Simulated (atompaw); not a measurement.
## Before and after: PAW (atompaw) potential for cerium (Ce)

| Item | Value |
| --- | --- |
| Element | cerium (Ce) |
| Generator | atompaw 4.2.0.5 |
| Type | PAW |
| Functional | PBEsol |
| Relativity | scalar-relativistic |
| Frozen core | [Kr] 4d10 |
| Valence charge | 12 |
| Reference configuration | 4f1 5s2 5p6 5d1 6s1.5 6p0 (charge +0.5) |
| Partial waves | 5s (bound); 6s (bound); 5p (bound); 6p (bound, empty); 5d (bound); 5d channel at 0.05 Ry; 4f (bound); 4f channel at 2.4 Ry |
| Local potential | vpsmatchnc scheme with l = 4 at -0.5 Ry, radius 2.75 bohr |
| Core correction | smooth core density matched at 1.55 bohr |
| Augmentation charge | sinc compensation charge, radius 2.25 bohr; PAW radius 3.00 bohr; waves and projectors: bloechl |

Change: all radii scaled by about 1.31 (s 2.34, p 3.92, d 3.92, f 2.22 bohr); local potential vpsmatchnc scheme with l = 4 at -0.5 Ry, radius 3.58 bohr; augmentation sinc compensation charge, radius 2.94 bohr; PAW radius 3.92 bohr; waves and projectors: bloechl; core correction smooth core density matched at 2.02 bohr.

Cutoffs: the cutoffs (Ry, on a coarse ladder) from which the occupation-weighted sum of valence levels, in a spherical-Bessel basis at the reference potential, stays within 10 and 1 mRy of its value at 400 Ry; they do not see the model core or the augmentation charge, which bear on the density cutoff.

Q: What does the change do?

A: The potential gets softer (35 Ry and 45 Ry → 21 Ry and 30 Ry); neither file shows a bound ghost. A larger radius leaves more room for a smooth pseudo-wave, so fewer plane waves are needed.

| quantity | base | changed |
| --- | --- | --- |
| cutoff, loose | 35 Ry | 21 Ry |
| cutoff, tight | 45 Ry | 30 Ry |
| loose cutoff by channel (10 mRy a level) | s 25 Ry, p 25 Ry, d 12 Ry, f 30 Ry | s 15 Ry, p 15 Ry, d 12 Ry, f 15 Ry |
| bound ghosts | none | none |
| lowest overlap eigenvalue by channel | s 0.19, p 0.46, d 0.01, f 1.00 | s 0.31, p 0.69, d 0.88, f 0.90 |

 The cutoffs see the waves, projectors and local potential, not the compensation charge or the core.
